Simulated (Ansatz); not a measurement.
Mg₂N₂ was relaxed with r2SCAN-D4 (def2-TZVP) in Ansatz in these states: neutral quintet, neutral triplet. The geometries follow in no particular order.

A:

```xyz
4

Mg   -0.097   -0.222    1.453
Mg    0.097    0.222   -1.453
N    -0.811    1.141    0.120
N     0.811   -1.141   -0.120
```

B:

```xyz
4

Mg   -0.3865    0.6349   -1.0894
Mg    0.3867   -0.6348    1.0894
N    -0.2175    1.2120    0.7835
N     0.2174   -1.2121   -0.7835
```

Question: Judge from the bond lengths which geometry belongs to which state (an estimate).

Answer: A is the neutral quintet (Mg1–Mg2 2.947 Å, Mg1–N4 2.036 Å, Mg1–N3 2.036 Å); B is the neutral triplet (Mg1–Mg2 2.638 Å, Mg1–N4 1.967 Å, Mg1–N3 1.967 Å).

At r2SCAN-D4/def2-TZVP the charge 0 triplet is spin-contaminated (final ⟨S²⟩ up to 2.18, 2.00 for a pure state). At PBE0-D4/def2-TZVP a triplet lies 0.47 eV below the neutral quintet. These are the stationary points nearest to one start from a short search; other shapes may lie lower in each state.
